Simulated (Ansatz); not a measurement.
Ga₂P (the lowest doublet isomer of a short search). Charge 0, multiplicity 2. Geometry B3LYP-D4/def2-TZVP, basis def2-TZVP, Ansatz.

```xyz
3

Ga   -0.9196    0.8486    1.3709
Ga    1.2813    0.0658   -1.2394
P    -0.3617   -0.9145   -0.1315
```

```
run  HOMO (eV)  LUMO (eV)
  A      -5.37      -4.20
  B      -7.36      -0.55
  C      -6.78      -2.89
  D      -5.89      -3.69
  E      -5.74      -3.84
  F      -4.99      -4.60
```

HSE06 is defined as in plane-wave codes, on full-range PBE exchange. The structure comes from a short search, and lower isomers may exist.

HOMO and LUMO are taken over both spins.

Problem. The runs used CAM-B3LYP, HF, HSE06, PBE, PBE0, r2SCAN0. Estimate which is which.

Solution. A HSE06 (range-separated); B HF (100 % exact exchange); C CAM-B3LYP (range-separated); D r2SCAN0 (25 % exact exchange); E PBE0 (25 % exact exchange); F PBE (0 % exact exchange). Exact exchange lowers occupied and raises empty levels; among semilocal functionals meta-GGAs tend to open the gap a little, and such runs are hard to tell apart. The gap grows from 0.39 eV (PBE) to 6.81 eV (HF). At HF/def2-TZVP the charge 0 doublet is spin-contaminated (final ⟨S²⟩ up to 0.83, 0.75 for a pure state).
